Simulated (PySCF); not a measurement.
C5H7F, SMILES CC1=CC[C@@H]1F.

Coordinates come from a PBE-D3(BJ)/def2-SVP optimisation. The structure was generated by enumeration; whether it is a known compound was not checked.

Two levels are set side by side: TDA-PBE/def2-SVPD (PySCF) and TDA-M06-2X/def2-SVPD (PySCF). Vertical, same geometry. The lowest singlet is HOMO→LUMO+1 69 %, HOMO→LUMO 20 % with PBE and HOMO→LUMO 58 %, HOMO→LUMO+1 35 % with the other functional; states are paired by order. Differences are taken from unrounded values.

| quantity | TDA-PBE |
|---|---|
| lowest singlet excitation (eV) | 6.29 |
| lowest triplet excitation (TDA) (eV) | 4.16 |
| first bright state (f over 0.05) (eV) | 6.74 |
| its oscillator strength | 0.05 |

Question: These are the TDA-PBE values. What does TDA-M06-2X give? (Estimate from the structure and the level; the computed values follow.)

Answer: 
| quantity | TDA-M06-2X | TDA-PBE minus TDA-M06-2X |
|---|---|---|
| lowest singlet excitation (eV) | 7.01 | -0.72 |
| lowest triplet excitation (TDA) (eV) | 4.50 | -0.34 |
| first bright state (f over 0.05) (eV) | 7.01 | -0.27 |
| its oscillator strength | 0.06 | -0.01 |

A lower first singlet is the usual sign of a functional without exact exchange. Differences between two approximate levels are no errors against the true value.

Rough cost on one machine, each run with all the roots and properties that it gave: TDA-M06-2X against TDA-PBE about 10 times.
